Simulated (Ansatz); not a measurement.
Stretching the Si1–N2 bond in SiN (multiplicity 2 held). Energies count from the point at 1.567 Å.


R- and RO- levels are restricted; in cc, def2 and unpolarised 6-31G sets they are followed outwards from rest. Unrestricted levels (U-) break spin symmetry where that is lower. Full CI gives the lowest state of the spin. Levels need not reach the same state.

Correlated levels freeze the cores.

Programs: Ansatz (Gaussian basis) for Hartree–Fock, density functionals and correlated methods. Each number belongs to the level named beside it.

```tsv
level	energy at R = 6.270 Å (kJ/mol)
RO-HF/6-31G	1172.0
U-HF/6-31G	-33.3
U-MP2/6-31G	187.5
U-SCS-MP2/6-31G	173.8
FCI/6-31G	[?]
```

Problem. Fill in the missing entries.

Solution. 
- FCI/6-31G, energy at R = 6.270 Å (kJ/mol): 272.9

Doubts at one or more of the structures used: a restricted determinant that unrestricted orbitals would lower (RO-HF/6-31G); a spin-contaminated determinant (U-HF/6-31G, U-MP2/6-31G, U-SCS-MP2/6-31G).

Ansatz is an electronic-structure program.
